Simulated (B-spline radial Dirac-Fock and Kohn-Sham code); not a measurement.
**Two-hole binding energies of Rh⁵⁺**

System: rhodium as Rh⁵⁺, 1s2 2s2 2p6 3s2 3p6 3d10 4s2 4p6 4d4, inside a Watson sphere of charge -5 and radius 2.4 Å (a model of the Madelung potential; inside it an electron's potential energy is raised by 30.0 eV).

Input of the calculation (task.json; shells as n, l, electrons):

```json
{"items": [{
  "Z": 45,
  "q": 5,
  "cfg": [[1, 0, 2], [2, 0, 2], [2, 1, 6], [3, 0, 2], [3, 1, 6], [3, 2, 10], [4, 0, 2], [4, 1, 6], [4, 2, 4]],
  "A": 103,
  "rrms": 4.4945,
  "watson": [-5, 2.4],
  "do": ["binding", "quiet", "double"]
}]}
```

Command: `python xray_run.py task.json out`

These are calculated numbers from a radial atomic solver; the model is multi-electron Dirac-Fock with separately optimised hole states, Breit and Lamb-shift corrections added in first order. U is the two-hole binding energy less the two single-hole energies, the effective repulsion of the holes after relaxation. Each two-hole energy is an average over J within one jj subconfiguration.

```
          holes  E(a) (eV)  E(b) (eV)  E(ab) (eV)  U (eV)
   1s⁻¹ 3d5/2⁻¹    23278.2      365.2           ?       ?
           2s⁻²     3477.8     3477.8      7075.0   119.4
   2s⁻¹ 2p3/2⁻¹     3477.8     3064.6      6651.5   109.1
        2p1/2⁻²     3207.1     3207.1      6560.5   146.3
   2s⁻¹ 3p3/2⁻¹     3477.8      557.3      4087.8    52.8
   2p1/2⁻¹ 3s⁻¹     3207.1      688.8      3949.0    53.1
   2s⁻¹ 3d5/2⁻¹     3477.8      365.2      3898.4    55.4
   2p3/2⁻¹ 3s⁻¹     3064.6      688.8      3806.3    52.9
2p3/2⁻¹ 3p1/2⁻¹     3064.6      582.5      3702.5    55.5
2p1/2⁻¹ 3d3/2⁻¹     3207.1      369.9      3631.5    54.5
2p1/2⁻¹ 3d5/2⁻¹     3207.1      365.2      3628.8    56.5
        3p1/2⁻²      582.5      582.5      1210.6    45.7
        3p3/2⁻²      557.3      557.3      1157.1    42.6
3d3/2⁻¹ 3d5/2⁻¹      369.9      365.2       781.2    46.0
```

**Question.** Give the missing two-hole energy and U.

**Answer.** E(ab) = 23697.9 eV and U = 54.6 eV.
